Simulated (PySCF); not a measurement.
## Radial density of Tc (technetium, neutral)

MN15, [Kr] 4d5 5s1 5p1, high-spin 8P determinant (an excited configuration). Computed with PySCF 2.14 in aug-cc-pVTZ-DK (9s8p6d3f2g, 102 functions), with the spin-free X2C one-electron Hamiltonian (Gaussian nucleus).

```
r (bohr)  4πr²ρ (e/bohr)  4πr²(ρα − ρβ)
  0.0292           53.03         0.0012
  0.0491           45.94         0.0014
  0.0826           61.74         0.0584
   0.139           59.82         0.3076
   0.234           43.56         0.7302
   0.393           47.72         0.2817
   0.661           14.53         0.5798
    1.11           12.21         3.2092
    1.87           3.911         2.5059
    3.15           1.048         1.0255
    5.29          0.2115         0.2114
    8.91         0.01691         0.0169
    15.0       0.0001035         0.0001
```

Densities and radii are taken from the X2C orbitals without a picture-change correction, which distorts them close to the nucleus.
